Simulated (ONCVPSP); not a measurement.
# oxygen, ONCV: configuration errors across variants

oxygen (O), optimised norm-conserving Vanderbilt (ONCV), made with ONCVPSP 4.0.1 (LDA (Perdew-Wang 92), scalar-relativistic). Core [He], reference 2s2 2p3.5 (charge +0.5). Waves: 2s: rc 0.75 bohr, ncon 4, nbas 7, qcut 9.4 1/bohr, 2 projectors, debl 2.2 Ha; 2p: rc 1.10 bohr, ncon 5, nbas 10, qcut 14.3 1/bohr, 2 projectors, debl 1.4 Ha; d scattering state at 0.29 Ha: rc 1.00 bohr, ncon 3, nbas 8, qcut 9.7 1/bohr, 1 projector. Local part: polynomial inside 0.55 bohr (lpopt 3, dvloc0 3 Ha). Core correction: polynomial model core, fcfact 0.25.

All-electron excitation energies from the reference (eV): (1) 2s2 2p4 -6.366; (2) 2s2 2p3 10.219; (3) 2s2 2p2 43.932; (4) 2s0 2p6 22.864.

1 further variants failed, have other tests or too few solved ones, and are left out.

Errors AE − PS in meV (a dash: test not solved or not reliable):

| change | (1) | (2) | (3) | (4) | bound ghosts | GHOST(+) flags above zero |
| --- | --- | --- | --- | --- | --- | --- |
| base | +0.7 | 0.0 | +10 | +35 | none | none |
| all radii but the core radius scaled by about 0.88 (s 0.66, p 0.96, d 0.88 bohr); local potential polynomial inside 0.48 bohr (lpopt 3, dvloc0 3 Ha) | +0.6 | -0.4 | +2.7 | +28 | none | s |
| all radii but the core radius scaled by about 1.06 (s 0.80, p 1.16, d 1.06 bohr); local potential polynomial inside 0.58 bohr (lpopt 3, dvloc0 3 Ha) | +0.8 | +0.3 | +15 | +41 | none | none |
| all radii but the core radius scaled by about 1.16 (s 0.86, p 1.28, d 1.16 bohr); local potential polynomial inside 0.64 bohr (lpopt 3, dvloc0 3 Ha) | +1.1 | +1.1 | +27 | +55 | none | none |
| all radii but the core radius scaled by about 1.21 (s 0.90, p 1.34, d 1.20 bohr); local potential polynomial inside 0.66 bohr (lpopt 3, dvloc0 3 Ha) | +1.3 | +1.7 | +37 | +64 | none | none |

Q: Give the same row for: all radii but the core radius scaled by about 1.31 (s 0.98, p 1.44, d 1.32 bohr); local potential polynomial inside 0.72 bohr (lpopt 3, dvloc0 3 Ha).

A: +1.9, +3.0, +58, +84; bound ghosts: none; GHOST(+) flags above zero: none.
